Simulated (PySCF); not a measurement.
## Bond length, frequency and bond energy of LaN by level of theory

State: singlet, about 0.2 electrons in the 4f shell (Mulliken). Set-up: basis La x2c-TZVPPall, N x2c-TZVPPall; spin-free X2C with a Gaussian nucleus; PySCF 2.14. De refers to La (5d1 6s2) + N in their high-spin ground configurations, without counterpoise correction. A positive dipole means La(−)N(+).

```tsv
Level	Re (Å)	ωe (cm⁻¹)	De (eV)	μ (D)	CPU s a point (SCF and correlation, without the integrals)
RHF	1.777	980	n/a	-8.73	1.8
RHF-MP2	1.891	714	n/a	n/a	2.7
RHF-SCS-MP2	1.879	742	n/a	n/a	n/a
RHF-CCSD	1.819	885	n/a	n/a	n/a
RHF-CCSD(T)	1.841	831	n/a	n/a	63
PBE	1.821	858	n/a	-7.20	6.6
PBEsol	1.812	873	n/a	-7.15	2.8
PW91	1.821	858	n/a	-7.26	4.3
r²SCAN	1.812	875	n/a	-7.32	12
PBE0	1.796	914	n/a	-7.62	8
B97-3	1.803	908	n/a	-7.65	4.7
M06	1.794	919	5.61	-7.50	7.6
LC-ωPBE	1.766	992	n/a	-8.22	12
```

(1) What does second-order correlation do here, going from RHF to RHF-MP2?

(2) What does the triples do here, going from RHF-CCSD to RHF-CCSD(T)?

(3) What does all correlation do here, going from RHF to RHF-CCSD(T)?

Correlated steps freeze 19 core orbitals. These are scalar-relativistic numbers at best; spin–orbit coupling would shift them, the dissociation energy most.

The whole job (state search and all levels along the bond) took about 15 min on 2 threads of Intel Xeon 6975P-C (shared host), peak memory 5.3 GiB.

Answers

(1) RHF-MP2 less RHF: +11.4 pm in Re, -27.1 % in ωe. Correlation nearly always deepens the well. The bond lengthens, as in strong covalent bonds, where excitations into antibonding orbitals dominate.

(2) RHF-CCSD(T) less RHF-CCSD: +2.2 pm in Re, -6.1 % in ωe. Correlation nearly always deepens the well. The bond lengthens, as in strong covalent bonds, where excitations into antibonding orbitals dominate.

(3) RHF-CCSD(T) less RHF: +6.4 pm in Re, -15.2 % in ωe. Correlation nearly always deepens the well. The bond lengthens, as in strong covalent bonds, where excitations into antibonding orbitals dominate.
